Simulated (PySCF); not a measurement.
Cartesian coordinates (Å):
```xyz
11

Zn    -0.4924    -0.3429     0.0171
F      0.0089     1.2503    -0.4856
N     -0.8869    -1.9886     0.6756
C     -0.4518    -3.1815    -0.0323
C     -2.1015    -2.1929     1.4478
H     -0.2689    -4.0118     0.6850
H     -1.1909    -3.5597    -0.7782
H      0.4977    -2.9970    -0.5665
H     -2.9858    -2.4835     0.8319
H     -1.9528    -3.0034     2.1951
H     -2.3698    -1.2787     2.0074
```
Charge 0, spin multiplicity 1.

Problem. Estimate the dipole moment, total energy, LUMO, charge on the central atom (Mulliken) and HOMO–LUMO gap that TPSSh-D3(BJ)/def2-TZVP // TPSS-D3(BJ)/def2-SVP (PySCF 2.14.0) returns for this input.

Solution. 
| Quantity | Result |
|---|---|
| dipole moment | 0.512 e·Å |
| total energy | -2013.9351 Ha |
| LUMO | -1.32 eV |
| charge on the central atom (Mulliken) | 0.52 e |
| HOMO–LUMO gap | 4.19 eV |
